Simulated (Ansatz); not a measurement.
Reactions of `C[SiH](F)I`.

Program: Ansatz. Geometries: PBE0-D4/def2-TZVP. ΔE: electronic, gas phase. CCSD(T)/CBS is the MP2 limit (def2-TZVPP, def2-QZVPP) plus CCSD(T) − MP2 in def2-TZVPP, frozen cores. This one scheme is used for every species. DFT in def2-TZVPP. Triplets are unrestricted, without spin–orbit coupling. Elements past krypton have def2 core potentials. For I outer-core shells are correlated without core-valence functions, which leaves a few kJ/mol of doubt a bond. One conformer a species, not always the lowest.

```
                                     reaction  B2PLYP (kJ/mol)  MP2/CBS(def2) (kJ/mol)  HF/CBS(def2) (kJ/mol)  PBE-D4 (kJ/mol)
    `C[SiH](F)I` + CH₃SH → `C[SiH](F)CS` + HI               89                      97                     97               86
   `C[SiH](F)I` + CH₃NH₂ → `CN[SiH](C)F` + HI               17                      28                     17               24
      `C[SiH](F)I` + H₂O → `C[SiH](O)I` + H–F               41                      36                     46               38
`C[SiH](F)I` → `[CH2]` (triplet) + `F[SiH2]I`              482                     508                    340              499
    `C[SiH](F)I` + CH₃OH → `CO[SiH](C)F` + HI              -32                     -16                    -39              -16
```

Problem. Give the CCSD(T)/CBS values in the same order. (An estimate is asked.)

Solution. The calculation gave: 88, 21, 39, 493, -24 kJ/mol.

Largest T1 diagnostic: 0.011, for `[CH2]` (triplet).
